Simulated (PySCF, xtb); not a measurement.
WS2ClBr, SMILES [S]=[W]([Cl])([Br])=[S], multiplicity 1.

GFN2-xTB (xtb 6.7.1) at its own geometry gives an orbital gap of 1.65 eV and a dipole moment of 4.75 D.

Coordinates come from a PBE0-D3(BJ)/def2-SVP optimisation. The spin state was assumed, not searched. The structure was generated by enumeration; whether it is a known compound was not checked. The def2 effective core potentials stand for the cores of W; spin–orbit coupling is left out.

Task: What does PySCF with ωB97X/def2-TZVP give? (Estimate from the structure and the level; the computed values follow.)

Result: gap 8.09 eV (levels -9.81 and -1.71 eV), dipole 0.77 D.
